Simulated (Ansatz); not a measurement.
A run for Ansatz (a first-principles code): U-BLYP/def2-TZVPP on O (SMILES [O]).

Ansatz 0.2 input:
```yaml
crystal:
  periodic: [false, false, false]
  atoms:
    - {symbol: O, position_ang: [0.00000000, 0.00000000, 0.00000000]}
basis:
  gaussian:
    orbitals: def2-TZVPP
hamiltonian:
  xc: {name: BLYP}
magnetization: {spin_polarized: true, initial_magnetization: 2}
```

Give the final energy of this run.

-75.0851 hartree.
